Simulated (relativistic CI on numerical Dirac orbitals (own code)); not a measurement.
## Line list: Electric-dipole lines, Ir V

Method of calculation: Dirac-Coulomb-Breit CI, orbitals from a KLI potential per configuration, model QED, valence Slater integrals scaled by 0.85, P86 correlation energy added to each configuration (own radial code, finite nucleus).

CI space (outside the closed core [Kr] 4d10 4f14): 5s2.5p6.5d5, 5s2.5p6.5d4.6s, 5s2.5p6.5d4.6p, 5s2.5p6.5d4.5f, 5s2.5p6.5d3.6s2, 5s2.5p6.5d4.5g, 5s2.5p6.5d3.6s.6p, 5s2.5p6.5d4.7s, 5s2.5p6.5d4.6d, 5s2.5p5.5d6, 5s2.5p6.5d4.7p, 5s2.5p6.5d4.7d, 5s2.5p6.5d4.6f, 5s2.5p6.5d3.6p2, 5s.5p6.5d6. Levels of other configurations are missing.

```csv
λ vac (Å),Lower,Upper,A (s⁻¹),gf,Branching (%)
572.18,5s2.5p6.5d5 4G_11/2 [5],5s2.5p6.5d4.6p 4H°_13/2 [170],6.64e+08,4.56e-01,21.6
573.99,5s2.5p6.5d5 6S_5/2 [1],5s2.5p6.5d4.6p 6P°_5/2 [113],1.21e+09,3.57e-01,36.3
580.47,5s2.5p6.5d5 4G_9/2 [7],5s2.5p6.5d4.6p 4G°_9/2 [165],1.55e+09,7.84e-01,32.9
583.09,5s2.5p6.5d5 4G_11/2 [5],5s2.5p6.5d4.6p 4G°_9/2 [157],1.59e+09,8.13e-01,22.7
585.48,5s2.5p6.5d5 6S_5/2 [1],5s2.5p6.5d4.6p 6P°_3/2 [109],3.76e+09,7.73e-01,57.6
586.05,5s2.5p6.5d5 4G_7/2 [3],5s2.5p6.5d4.6p 4D°_5/2 [153],1.68e+09,5.20e-01,23.6
586.23,5s2.5p6.5d5 4G_9/2 [7],5s2.5p6.5d4.6p 4G°_9/2 [157],1.98e+09,1.02e+00,28.2
586.82,5s2.5p6.5d5 2I_11/2 [13],5s2.5p6.5d4.6p 4G°_11/2 [193],1.53e+09,9.50e-01,33.9
588.13,5s2.5p6.5d5 4D_7/2 [9],5s2.5p6.5d4.6p 4P°_5/2 [172],4.04e+09,1.26e+00,52.6
590.90,5s2.5p6.5d5 4G_5/2 [6],5s2.5p6.5d4.6p 4D°_5/2 [153],1.95e+09,6.12e-01,27.4
591.10,5s2.5p6.5d5 4G_11/2 [5],5s2.5p6.5d4.6p 4G°_11/2 [152],2.10e+09,1.32e+00,48.1
594.40,5s2.5p6.5d5 4G_7/2 [3],5s2.5p6.5d4.6p 4F°_5/2 [147],2.18e+09,6.92e-01,36.2
594.45,5s2.5p6.5d5 2I_11/2 [13],5s2.5p6.5d4.6p 2H°_9/2 [186],5.53e+09,2.93e+00,56.9
595.70,5s2.5p6.5d5 6S_5/2 [1],5s2.5p6.5d4.6p 6P°_7/2 [108],3.57e+09,1.52e+00,68.2
598.73,5s2.5p6.5d5 4G_7/2 [3],5s2.5p6.5d4.6p 4D°_7/2 [143],1.86e+09,8.00e-01,33.6
601.98,5s2.5p6.5d5 4G_11/2 [5],5s2.5p6.5d4.6p 4F°_9/2 [144],4.47e+09,2.43e+00,58.0
604.06,5s2.5p6.5d5 2I_11/2 [13],5s2.5p6.5d4.6p 2I°_11/2 [176],3.00e+09,1.97e+00,51.6
604.15,5s2.5p6.5d5 6S_5/2 [1],5s2.5p6.5d4.6p 6P°_5/2 [104],2.56e+09,8.41e-01,60.6
604.84,5s2.5p6.5d5 4G_9/2 [7],5s2.5p6.5d4.6p 4F°_7/2 [146],3.82e+09,1.68e+00,47.7
604.93,5s2.5p6.5d5 4G_5/2 [2],5s2.5p6.5d4.6p 4G°_5/2 [128],1.10e+09,3.64e-01,24.7
605.89,5s2.5p6.5d5 4G_5/2 [2],5s2.5p6.5d4.6p 4F°_3/2 [127],3.49e+09,7.69e-01,57.8
610.29,5s2.5p6.5d5 2I_13/2 [17],5s2.5p6.5d4.6p 2I°_13/2 [181],3.67e+09,2.87e+00,65.6
611.45,5s2.5p6.5d5 4G_5/2 [2],5s2.5p6.5d4.6p 4F°_5/2 [123],1.95e+09,6.56e-01,35.7
612.49,5s2.5p6.5d5 4D_7/2 [9],5s2.5p6.5d4.6p 4F°_9/2 [151],1.73e+09,9.76e-01,33.7
613.68,5s2.5p6.5d5 4G_5/2 [2],5s2.5p6.5d4.6p 6D°_3/2 [122],1.72e+09,3.88e-01,37.2
618.40,5s2.5p6.5d5 4P_3/2 [4],5s2.5p6.5d4.6p 4F°_5/2 [133],1.23e+09,4.22e-01,32.2
618.55,5s2.5p6.5d5 4G_5/2 [6],5s2.5p6.5d4.6p 4F°_7/2 [135],1.66e+09,7.64e-01,43.8
618.88,5s2.5p6.5d5 4G_11/2 [5],5s2.5p6.5d4.6p 4G°_11/2 [134],2.61e+09,1.80e+00,50.6
623.28,5s2.5p6.5d5 4P_3/2 [4],5s2.5p6.5d4.6p 4P°_1/2 [130],4.20e+09,4.89e-01,57.0
626.14,5s2.5p6.5d5 4G_5/2 [2],5s2.5p6.5d4.6p 2G°_7/2 [117],8.80e+08,4.14e-01,35.8
632.80,5s2.5p6.5d5 4G_11/2 [5],5s2.5p6.5d4.6p 2I°_13/2 [126],6.97e+08,5.85e-01,38.0
636.99,5s2.5p6.5d5 4G_7/2 [3],5s2.5p6.5d4.6p 6F°_9/2 [121],7.43e+08,4.52e-01,29.6
641.53,5s2.5p6.5d5 4G_5/2 [2],5s2.5p6.5d4.6p 4H°_7/2 [111],8.65e+08,4.27e-01,34.7
1097.4,5s2.5p6.5d4.6s 6D_5/2 [40],5s2.5p6.5d4.6p 6D°_7/2 [120],1.28e+09,1.85e+00,38.9
1105.6,5s2.5p6.5d4.6s 6D_7/2 [41],5s2.5p6.5d4.6p 6D°_9/2 [125],1.21e+09,2.22e+00,41.5
1129.9,5s2.5p6.5d4.6s 4H_11/2 [49],5s2.5p6.5d4.6p 4H°_13/2 [170],1.65e+09,4.41e+00,53.7
1138.6,5s2.5p6.5d4.6s 6D_9/2 [42],5s2.5p6.5d4.6p 6F°_11/2 [124],2.08e+09,4.84e+00,82.3
1143.9,5s2.5p6.5d4.6s 4H_13/2 [55],5s2.5p6.5d4.6p 4I°_15/2 [175],2.36e+09,7.40e+00,97.0
1146.8,5s2.5p6.5d4.6s 4H_9/2 [47],5s2.5p6.5d4.6p 4G°_11/2 [152],1.06e+09,2.50e+00,24.2
1187.9,5s2.5p6.5d4.6s 2H_9/2 [64],5s2.5p6.5d4.6p 4G°_11/2 [193],1.33e+09,3.37e+00,29.3
1254.4,5s2.5p6.5d4.6s 4H_9/2 [57],5s2.5p6.5d4.6p 4H°_11/2 [154],8.20e+08,2.32e+00,33.2
1347.7,5s2.5p6.5d4.6s 6D_9/2 [42],5s2.5p6.5d4.6p 6P°_7/2 [108],1.03e+09,2.23e+00,19.6
1372.7,5s2.5p6.5d4.6s 4H_13/2 [55],5s2.5p6.5d4.6p 4G°_11/2 [134],7.05e+08,2.39e+00,13.6
1443.1,5s2.5p6.5d4.6s 4H_13/2 [55],5s2.5p6.5d4.6p 2I°_13/2 [126],6.11e+08,2.67e+00,33.4
1461.3,5s2.5p6.5d4.6s 4H_11/2 [49],5s2.5p6.5d4.6p 4H°_11/2 [119],5.28e+08,2.03e+00,32.1
```

Terms are leading LS components. Brackets give the number of a level in order of energy, since labels repeat. The list gives strong lines, with weight on those to low levels, without lines whose two gauges differ by over a factor of 2.5, among the lowest 200 of 2892 levels, so that lines to higher ones, which can be the strongest, are missing. Levels whose partners in the same complex of configurations lie outside the list can be far off, and so can their lines. Rates are taken at the computed energies, electric ones in the length gauge.

At this charge configurations can still be misplaced by up to about 7 % of their energy. Levels and lines within the n = 5 or 6 shells can be off by up to 10 % or somewhat more, and those that change n by about 2 %, since core polarisation is missing.

LS names give the leading component of a level, which can be under half, so a name can repeat, a term be missing and a line seem to break the LS rules.
